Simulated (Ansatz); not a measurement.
Reactions of C2H9ClSi2 (`C[SiH2][SiH](C)Cl`).

Gas-phase electronic energies from Ansatz, PBE0-D4/def2-TZVP geometries. CBS: MP2 limit from def2 TZ/QZ plus the TZ coupled-cluster correction, frozen cores. This one scheme is used for every species. Double bonds are as drawn, so ΔE can hold a change between cis and trans. DFT in def2-TZVPP. B3LYP here is the variant with VWN-RPA as its local correlation; programs differ in this. For Ge outer-core shells are correlated without core-valence functions, which leaves a few kJ/mol of doubt a bond. Scalar relativity is left out up to krypton. One conformer a species, not always the lowest.

```json
{"reaction": "`C[SiH2][SiH](C)Cl` + `FCN[SiH3]` → `CN([SiH3])CF` + `C[SiH2][SiH2]Cl`", "CCSD(T)/CBS(def2) (kJ/mol)": "?"}
{"reaction": "`C[SiH2][SiH](C)Cl` + `N[PH][AlH2]` → `C[SiH2]N[PH][AlH2]` + `C[SiH2]Cl`", "CCSD(T)/CBS(def2) (kJ/mol)": "-60"}
{"reaction": "`C[SiH2][SiH](C)Cl` + `S[SiH2]Cl` → `C[SiH2]S[SiH2]Cl` + `C[SiH2]Cl`", "CCSD(T)/CBS(def2) (kJ/mol)": "?"}
{"reaction": "`C[SiH2][SiH](C)Cl` + `N=CF` → `C[SiH2]/N=C/F` + `C[SiH2]Cl`", "CCSD(T)/CBS(def2) (kJ/mol)": "-56"}
{"reaction": "`C[SiH2][SiH](C)Cl` + `BSC#C` → `C#CSB[SiH2]C` + `C[SiH2]Cl`", "CCSD(T)/CBS(def2) (kJ/mol)": "4"}
{"reaction": "`C[SiH2][SiH](C)Cl` + silanol → `C[SiH2]O[SiH3]` + `C[SiH2]Cl`", "CCSD(T)/CBS(def2) (kJ/mol)": "-115"}
{"reaction": "`C[SiH2][SiH](C)Cl` + `S[SiH2]Cl` → `C[SiH](Cl)S[SiH2]Cl` + `C[SiH3]`", "CCSD(T)/CBS(def2) (kJ/mol)": "-76"}
{"reaction": "`C[SiH2][SiH](C)Cl` + H₂O → `C[SiH](O)Cl` + `C[SiH3]`", "CCSD(T)/CBS(def2) (kJ/mol)": "-105"}
{"reaction": "`C[SiH2][SiH](C)Cl` + `F/C=[CH]/[GeH3]` → `C/C(F)=[CH]/[GeH3]` + `C[SiH2][SiH2]Cl`", "CCSD(T)/CBS(def2) (kJ/mol)": "?"}
{"reaction": "`C[SiH2][SiH](C)Cl` + `[NH2][AlH2]` → `C[SiH](Cl)[NH][AlH2]` + `C[SiH3]`", "CCSD(T)/CBS(def2) (kJ/mol)": "-75"}
```

Fill in the missing values. (Estimate.)

Ansatz gave: `C[SiH2][SiH](C)Cl` + `FCN[SiH3]` → `CN([SiH3])CF` + `C[SiH2][SiH2]Cl`: +77.9 kJ/mol; `C[SiH2][SiH](C)Cl` + `S[SiH2]Cl` → `C[SiH2]S[SiH2]Cl` + `C[SiH2]Cl`: -68.5 kJ/mol; `C[SiH2][SiH](C)Cl` + `F/C=[CH]/[GeH3]` → `C/C(F)=[CH]/[GeH3]` + `C[SiH2][SiH2]Cl`: +23.9 kJ/mol.

Largest T1 diagnostic: 0.014, for `BSC#C`.
